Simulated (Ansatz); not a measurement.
F$_{3}$Ga, triplet, geometry from GFN2-xTB (such geometries of metal compounds can be far from the true shape) (a higher spin typed on purpose: for a closed-shell molecule this is an excited state). Base run: PBE0/3-21G run with Ansatz (a first-principles code).

The Ansatz input:
Ansatz 0.2 input:
```yaml
crystal:
  periodic: [false, false, false]
  atoms:
    - {symbol: Ga, position_ang: [-0.22935533, -0.05016553, 0.16489429]}
    - {symbol: F, position_ang: [-1.72400498, -1.24032791, -0.08600818]}
    - {symbol: F, position_ang: [0.69331432, 1.52712243, -0.77539039]}
    - {symbol: F, position_ang: [1.82069235, -0.11400212, 0.29342934]}
basis:
  gaussian:
    orbitals: 3-21G.json
hamiltonian:
  xc: pbe0
magnetization: {spin_polarized: true, initial_magnetization: 2}
```
The basis file holds 3-21G in the JSON format of the Basis Set Exchange.

The bond that is stretched is that between atoms 2 and 1. A test that says stable can miss a lower solution.

The base run was repeated with changes; each row names its change, and settings that it needs were set with it.

```tsv
change	ΔE vs base (mEh)	<S^2>	stability test says
base	0.000	2.009	minimum
spin_polarized = on; lower_state_search = off	0.000	2.009	undecided (no full test)
spin_polarized = on; lower_state_search = standard	0.000	2.009	minimum
bond × 1.25	55.715	2.020	minimum
spin_polarized = on; lower_state_search = off; bond × 1.25	55.715	2.020	undecided (no full test)
spin_polarized = on; lower_state_search = standard; bond × 1.25	55.715	2.020	minimum
bond × 1.5	79.732	2.013	minimum
spin_polarized = on; lower_state_search = off; bond × 1.5	79.732	2.013	undecided (no full test)
spin_polarized = on; lower_state_search = standard; bond × 1.5	79.732	2.013	minimum
bond × 1.8	87.605	2.012	minimum
spin_polarized = on; lower_state_search = off; bond × 1.8	88.813	2.015	undecided (no full test)
spin_polarized = on; lower_state_search = standard; bond × 1.8	87.605	2.012	minimum
bond × 2.2	90.366	2.012	minimum
spin_polarized = on; lower_state_search = off; bond × 2.2	91.659	2.015	undecided (no full test)
spin_polarized = on; lower_state_search = standard; bond × 2.2	90.366	2.012	minimum
bond × 3.0	92.726	2.012	minimum
spin_polarized = on; lower_state_search = off; bond × 3.0	92.726	2.012	undecided (no full test)
spin_polarized = on; lower_state_search = standard; bond × 3.0	92.726	2.012	minimum
```

On stretching, the SCF can end on different states; <S^2> shows the spin contamination of each.
